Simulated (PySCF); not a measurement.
**Electronic structure of S+ (sulfur, charge +1) at the UHF level**

Configuration: [Ne] 3s1 3p4, high-spin 4P determinant (an excited configuration). Calculation: PySCF 2.14, in aug-cc-pCVTZ-DK; the spin-free X2C one-electron Hamiltonian (Gaussian nucleus).

```
Total energy                                                  : -397.865378 hartree
One-electron energy                                           : -543.3279 hartree
Hartree (Coulomb) energy                                      : 170.3387 hartree
Exchange energy                                               : -24.8762 hartree
⟨S²⟩                                                          : 3.7616
⟨L²⟩                                                          : 2.016
Sum of ⟨r⟩                                                    : 12.95 bohr
Sum of ⟨r²⟩                                                   : 21.76 bohr²
Traceless quadrupole moment −½Σ⟨3z² − r²⟩ along its main axis : -1.72 e·bohr²
Langevin diamagnetic susceptibility                           : -17.2 ×10⁻⁶ cm³/mol
```

```
shell  electrons  mean orbital energy (eV)  spread (eV)  rms radius, mean of both spins (bohr)
 1s α          1                   -2525.3            0                                  0.112
 1s β          1                   -2524.0            0                                  0.112
 2s α          1                   -260.02            0                                  0.517
 2s β          1                   -258.23            0                                  0.517
 2p α          3                   -195.76        0.548                                  0.490
 2p β          3                   -194.08        0.533                                  0.490
 3s α          1                   -39.761            0                                   1.74
 3p α          3                   -24.376        1.771                                   2.05
 3p β          1                   -18.291            0                                   2.05
```

Densities and radii are taken from the X2C orbitals without a picture-change correction, which distorts them close to the nucleus.

Spin-orbit constants ζ (cm⁻¹) from the X2C one-electron operator on these orbitals: bare nucleus, nucleus screened by l(l+1)(2l+1)/3 electrons, and screened by the Breit-Pauli mean field of the electrons.

| shell | bare | screened nucleus | mean field |
| --- | --- | --- | --- |
| 2p | 7487 | 6551 | 6125 |
| 3p | 569.0 | 497.9 | 460.0 |

To first order the Landé constant is A = -153.3 cm⁻¹, so the lowest level has J = 5/2 and lies 0.0285 eV below the centre of the term. This holds in LS coupling only.
